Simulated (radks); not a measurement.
Effect of the nuclear size on the strontium ion Sr3+, [Ar] 3d10 4s2 4p5. Calculated with a radial shooting solver on a logarithmic mesh with Libxc functionals: Dirac Kohn-Sham, exchange-only LDA, spin-unpolarised, spherical densities, finite nucleus; open shells are shared between the two j in proportion to 2j + 1; Fermi nuclear charge, rms radius 4.224 fm. The rms radius is varied about that value; shifts are against it.

rms radius (fm)  total energy shift (eV)  density at nucleus (e/bohr^3)  1s1/2 shift (meV)  2s1/2 shift (meV)  3p1/2 shift (meV)  4s1/2 shift (meV)
3.7847                            -0.163                      6.129e+04              -69.1              -7.12              0.110             -0.165
4.0931                           -0.0503                      6.087e+04              -21.3              -2.20              0.034             -0.051
4.224                                  0                       6.07e+04              0.000              0.000              0.000              0.000
4.6126                             0.158                      6.022e+04               66.9               6.89             -0.106              0.160
4.6717                             0.183                      6.016e+04               77.5               7.99             -0.123              0.186

Slopes of the eigenvalues against <r^2> in GHz/fm^2, as finite differences over the two radii next to the reference (eigenvalue slopes, not the field-shift constants of lines): 1s1/2 4710, 2s1/2 486, 3p1/2 -7.49, 4s1/2 11.3.
